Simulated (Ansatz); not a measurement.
BF2I (SMILES FB(F)I), singlet, at a GFN2-xTB geometry (core potentials on I), atoms displaced at random by about 0.03 Å a coordinate; HF/def2-SVP, gradient in Ansatz (a program for electronic structure).

Ansatz was given this input:
Ansatz 0.2 input:
```yaml
crystal:
  periodic: [false, false, false]
  atoms:
    - {symbol: B, position_ang: [-0.98632772, 0.53242724, -0.61237555]}
    - {symbol: F, position_ang: [-2.15888495, 0.04505616, -0.60092729]}
    - {symbol: F, position_ang: [-0.87948211, 1.78456802, -1.11423003]}
    - {symbol: I, position_ang: [0.57262626, -0.40360816, 0.34988362]}
basis:
  gaussian:
    orbitals: def2-SVP
hamiltonian:
  xc: hf
output: {forces: true}
```

It wrote (shortened):

```
Functional definition: HF
730 factors; integrals over basis functions are off by at most 8.2e-4 eV
mean field evaluation 1: about -14152.6987 eV, gradient 3.1e1 eV
mean field evaluation 2: about -14152.7723 eV, gradient 3.2e1 eV
mean field evaluation 4: about -14154.7409 eV, gradient 1.9e0 eV
mean field evaluation 8: about -14154.7612 eV, gradient 1.3e-1 eV
mean field -14154.76124780 eV, -520.1778814149 hartree, gradient 4.1e-5 eV, S^2 0.000000; 0 other end points of the search recorded, 0 dependent functions left out
the calculation of the forces begins
reference -14154.76124780 eV, -520.1778814149 hartree; 24, 24 occupied and 44, 44 virtual orbitals, 730 factors
Total energy: -14154.76124780 eV, -520.1778814149 hartree
Atom 0 at    -0.986328     0.532427    -0.612376 Å, force    -0.087883     3.509210    -0.799192 eV/Å
Atom 1 at    -2.158885     0.045056    -0.600927 Å, force    -1.319951    -0.861841    -0.216556 eV/Å
Atom 2 at    -0.879482     1.784568    -1.114230 Å, force     0.201361    -1.985184     0.545865 eV/Å
Atom 3 at     0.572626    -0.403608     0.349884 Å, force     1.206473    -0.662184     0.469883 eV/Å
Dipole moment:     0.085334    -0.151038     0.033784 e Å
```
